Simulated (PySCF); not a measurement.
## A survey of 15N NMR shifts

Computed data (PySCF 2.14.0 with density-fitted response routines): σ from GIAO-PBE0/pcSseg-1, structure optimised with GFN2-xTB. Equivalent nuclei averaged, non-relativistic, a single conformation, isolated molecule.

Shieldings were converted by a linear fit to measured shifts: 15N: δ = -148.07 − 0.921σ (rms 6.3 ppm, 71 shifts vs CH3NO2, solution or neat liquid). A few per cent of atoms miss by over 2 rms, more outside the fitted compound classes.

Question: Give the 15N shifts of `CS/C(=C/F)[C@@H](C)C#N`, `CCn1c(C)nnc1OC`.

Answer: 
```
                                                       compound                             environment  δ (ppm)
                                         CS/C(=C/F)[C@@H](C)C#N                        nitrile nitrogen   -119.3
[CH3:1][CH2:2][n:3]1[c:4]([CH3:5])[n:6][n:7][c:8]1[O:9][CH3:10]  N6: pyridine-type nitrogen of an azole    -79.6
[CH3:1][CH2:2][n:3]1[c:4]([CH3:5])[n:6][n:7][c:8]1[O:9][CH3:10]  N7: pyridine-type nitrogen of an azole   -117.7
[CH3:1][CH2:2][n:3]1[c:4]([CH3:5])[n:6][n:7][c:8]1[O:9][CH3:10]          N3: pyrrole-type ring nitrogen   -228.7
```

Question: Match the shifts -58.8, -94.7, -114.9, -266.4 ppm to `C[C@@H](C#N)O[SiH2]C[SiH3]`, `CN(C)C(=O)[SiH3]`, `N#Cc1csc([SiH3])p1`, `CCCO[Si@@H]([SiH3])C#N`.

Answer: -58.8: CCCO[Si@@H]([SiH3])C#N (nitrile nitrogen); -94.7: N#Cc1csc([SiH3])p1 (nitrile nitrogen); -114.9: C[C@@H](C#N)O[SiH2]C[SiH3] (nitrile nitrogen); -266.4: CN(C)C(=O)[SiH3] (amide-type nitrogen).
